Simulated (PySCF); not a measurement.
## How methods differ on the excitation energy of S⁺

S⁺ [Ne] 3s2 3p3 (4S) → S⁺ [Ne] 3s1 3p4 (4P), as a difference of total energies. All numbers are calculated (PySCF 2.14, the non-relativistic Hamiltonian (point nucleus), in def2-TZVPPD). Correlated levels: valence: [Ne] frozen; valence and next inner shell: 1s2 frozen. The calculations carry no spin-orbit coupling.

```json
{"method": "UHF", "excitation energy (cm⁻¹)": "83870", "error (cm⁻¹)": "+4260"}
{"method": "LDA", "excitation energy (cm⁻¹)": "82943", "error (cm⁻¹)": "+3333"}
{"method": "PBE", "excitation energy (cm⁻¹)": "82036", "error (cm⁻¹)": "+2425"}
{"method": "PBE0", "excitation energy (cm⁻¹)": "83175", "error (cm⁻¹)": "+3565"}
{"method": "r2SCAN", "excitation energy (cm⁻¹)": "79753", "error (cm⁻¹)": "+143"}
{"method": "wB97X-V", "excitation energy (cm⁻¹)": "84815", "error (cm⁻¹)": "+5204"}
{"method": "LC-wPBE", "excitation energy (cm⁻¹)": "83461", "error (cm⁻¹)": "+3851"}
{"method": "BHandHLYP", "excitation energy (cm⁻¹)": "85107", "error (cm⁻¹)": "+5496"}
{"method": "TPSSh", "excitation energy (cm⁻¹)": "82443", "error (cm⁻¹)": "+2833"}
{"method": "MP2 (valence)", "excitation energy (cm⁻¹)": "83833", "error (cm⁻¹)": "+4223"}
{"method": "SCS-MP2 (valence)", "excitation energy (cm⁻¹)": "83843", "error (cm⁻¹)": "+4233"}
{"method": "MP2 (valence and next inner shell)", "excitation energy (cm⁻¹)": "84493", "error (cm⁻¹)": "+4883"}
{"method": "SCS-MP2 (valence and next inner shell)", "excitation energy (cm⁻¹)": "84364", "error (cm⁻¹)": "+4753"}
```

Reference: 79610 cm⁻¹ (measured; NIST levels, between the centres of gravity of the two terms).

Errors of the correlated levels include the incompleteness of this basis and the frozen core.
